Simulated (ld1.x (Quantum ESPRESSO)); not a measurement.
**Co, TM: configuration errors across variants**

Co (Z = 27), norm-conserving Troullier–Martins (Kleinman–Bylander form), made with ld1.x (Quantum ESPRESSO) 7.5 (PBE, fully relativistic). Core [Ar], reference 3d7 4s1 4p0 (charge +1). Waves: 4s (bound): rc 2.30 bohr; 4p (bound, empty): rc 2.05 bohr; 3d (bound): rc 1.35 bohr. Local part: all-electron potential smoothed inside 1.05 bohr (lloc = -1). Core correction: a·sin(br)/r model core inside 0.85 bohr.

Open shells are filled in proportion to 2j + 1 (rel_dist='average').

All-electron excitation energies from the reference (eV): (1) 3d7 4s2 4p0 -9.030; (2) 3d7 4s0 4p0 16.786; (3) 3d6 4s0 4p0 52.655; (4) 3d5 4s0 4p0 108.006; (5) 3d8 4s1 4p0 -10.233; (6) 3d8 4s0 4p0 -2.559.

Tests that are not counted but printed errors over 1 eV. “core correction a·sin(br)/r model core inside 1.04 bohr”: 3d7 4s1 4p1 (solver errors, printed error -1.2 eV). “wave 4s (bound): rc 2.30 bohr becomes 4s (bound): rc 3.14 bohr”: 3d7 4s1 4p1 (solver errors, printed error -1.0 eV).

3 further variants failed, have other tests or too few solved ones, and are left out.

A true bound ghost makes a file unfit for plane-wave use even where its test errors are small: the radial tests pick states by their node count and pass the ghost by. Where a test does run into it, the solver fails or the error is huge.

Errors AE − PS in meV (a dash: test not solved or not reliable):

```tsv
change	(1)	(2)	(3)	(4)	(5)	(6)	bound ghosts
base	-5.7	-15	-187	-1123	-67	-144	s, p3/2, p1/2
core correction a·sin(br)/r model core inside 1.04 bohr	-5.6	-15	-186	-1103	-67	-142	s, p3/2, p1/2
wave 4s (bound): rc 2.30 bohr becomes 4s (bound): rc 3.14 bohr	-7.2	-43	-416	-1611	-27	-41	s, p3/2, p1/2
type PAW; waves now 4s (bound): rcut 2.00, rcutus 2.30 bohr; 4s channel at 0.95 Ry: rcut 2.00, rcutus 2.30 bohr; 4p (bound): rcut 1.80, rcutus 2.05 bohr; 4p channel at 0.05 Ry: rcut 1.80, rcutus 2.05 bohr; 3d (bound): rcut 1.15, rcutus 1.35 bohr; 3d channel at -0.6 Ry: rcut 1.15, rcutus 1.35 bohr; local potential all-electron potential smoothed inside 1.80 bohr (lloc = -1); augmentation BESSEL, radius 1.20 bohr	0.0	+0.9	-271	-1497	-53	-81	not determined
```

**Question.** Give the same row for: local potential all-electron potential smoothed inside 1.10 bohr (lloc = -1).

**Answer.** -5.9, -15, -189, -1129, -69, -145; bound ghosts: s, p3/2, p1/2. Not counted: 3d7 4s1 4p1 (solver errors, printed error +2.0 eV).
